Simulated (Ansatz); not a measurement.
Start from `N=C(O)BN` and change one atom or group to get `N=C(O)CS`.

Ansatz, PBE0-D4/def2-TZVP geometries, multiplicity 1. Each molecule was computed in one conformer, which needn't be the lowest.

| property | `N=C(O)BN` |
| --- | --- |
| HOMO–LUMO gap (PBE0/def2-TZVPP) / eV | 6.74 |
| HOMO energy (B3LYP/def2-TZVPP) / eV | -7.48 |
| HOMO–LUMO gap (PBE/def2-TZVPP) / eV | 4.23 |
| HOMO energy (PBE0/def2-TZVPP) / eV | -7.71 |
| HOMO energy (PBE/def2-TZVPP) / eV | -6.16 |
| size of the dipole moment (PBE/def2-TZVPP) / D | 2.59 |

(1) What does the change do to each property? (Best estimate.)

Answers

(1) Computed: 
```
                                      property  `N=C(O)CS`  shift
          HOMO–LUMO gap (PBE0/def2-TZVPP) / eV        7.57   0.83
           HOMO energy (B3LYP/def2-TZVPP) / eV       -7.19   0.29
           HOMO–LUMO gap (PBE/def2-TZVPP) / eV        5.36   1.13
            HOMO energy (PBE0/def2-TZVPP) / eV       -7.44   0.27
             HOMO energy (PBE/def2-TZVPP) / eV       -6.16   0.00
size of the dipole moment (PBE/def2-TZVPP) / D        1.26  -1.33
```

With PBE0 the HOMO rises by 0.27 eV and the LUMO rises by 1.11 eV, so the gap widens by about 0.84 eV. PBE moves the HOMO by 0.00 eV and ωB97M-V by 0.44 eV. Dipoles are sizes alone; their direction can turn.

B3LYP here is the variant with VWN-RPA as its local correlation; programs differ in this.
